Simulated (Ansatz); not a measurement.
Start from `C=C[SiH](N)OC` and change one atom or group to get `CO[SiH](N)[SiH3]`.

Ansatz, PBE0-D4/def2-TZVP geometries, multiplicity 1. Each molecule was computed in one conformer, which needn't be the lowest.

```
                                          property  `C=C[SiH](N)OC`
  size of the dipole moment (B3LYP/def2-TZVPP) / D             1.60
                LUMO energy (PBE0/def2-TZVPP) / eV            -0.35
size of the dipole moment (ωB97M-V/def2-TZVPP) / D             1.62
           HOMO–LUMO gap (ωB97M-V/def2-TZVPP) / eV            11.66
                 LUMO energy (PBE/def2-TZVPP) / eV            -1.36
               HOMO–LUMO gap (PBE/def2-TZVPP) / eV             4.69
```

(1) Give the same properties after the change, and the shifts. (Best estimate.)

Answers

(1) Computed: 
```csv
property,`CO[SiH](N)[SiH3]`,shift
size of the dipole moment (B3LYP/def2-TZVPP) / D,2.01,0.41
LUMO energy (PBE0/def2-TZVPP) / eV,0.08,0.43
size of the dipole moment (ωB97M-V/def2-TZVPP) / D,2.04,0.42
HOMO–LUMO gap (ωB97M-V/def2-TZVPP) / eV,11.44,-0.22
LUMO energy (PBE/def2-TZVPP) / eV,-0.75,0.61
HOMO–LUMO gap (PBE/def2-TZVPP) / eV,5.50,0.81
```

With PBE0 the HOMO falls by 0.05 eV and the LUMO rises by 0.43 eV, so the gap widens by about 0.48 eV. PBE moves the HOMO by -0.19 eV and ωB97M-V by 0.25 eV. Dipoles are sizes alone; their direction can turn.

B3LYP here is the variant with VWN-RPA as its local correlation; programs differ in this.
